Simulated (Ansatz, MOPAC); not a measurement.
Potential energy curve for SBe, lowest triplet found (which spin is the ground state isn't settled by this scan).

- UCCSDT(Q) = CCSDT(Q) on UHF/cc-pVDZ, frozen core in Ansatz (a first-principles code)
- PM6, unrestricted, heats of formation (MOPAC)
- UCCSD = CCSD on UHF/cc-pVDZ, frozen core (Ansatz)
- ROHF/cc-pVDZ (Ansatz)

Energies are in kJ/mol, each relative to the lowest point of its own curve between 1.57 and 2.37 Å, where full CI is lowest.

```csv
R / Å,UCCSDT(Q),PM6,UCCSD,ROHF
1.46,336.7,431.0,334.8,334.0
1.57,164.7,229.3,163.2,162.3
1.67,73.9,114.5,72.8,71.9
1.76,28.1,51.5,27.3,26.6
1.82,11.2,25.5,10.7,10.1
1.93,0.0,2.4,0.0,0.0
1.98,1.2,0.0,1.5,1.8
2.04,6.4,2.2,7.0,7.8
2.09,13.1,7.4,14.0,15.4
2.15,23.4,17.0,24.7,26.8
2.27,48.7,44.2,50.7,55.2
2.37,72.1,71.9,74.7,82.1
2.54,111.7,123.9,114.7,130.4
2.74,151.0,182.1,152.5,186.5
2.92,175.2,199.5,174.0,215.9
3.22,193.8,217.3,188.3,214.2
3.54,198.9,225.5,191.2,211.3
3.97,200.1,229.3,191.4,209.0
```

At the longest distance, 3.97 Å, PM6 lies highest above its minimum (229.3 kJ/mol) and UCCSD lowest (191.4 kJ/mol).

The scan ran from 1.46 to 6.86 Å; beyond the distances shown full CI changes its symmetry label. The unrestricted determinant behind UCCSDT(Q), UCCSD is spin-contaminated at 2.74 to 3.97 Å (<S²> up to 2.3, against 2.00 for a pure triplet).
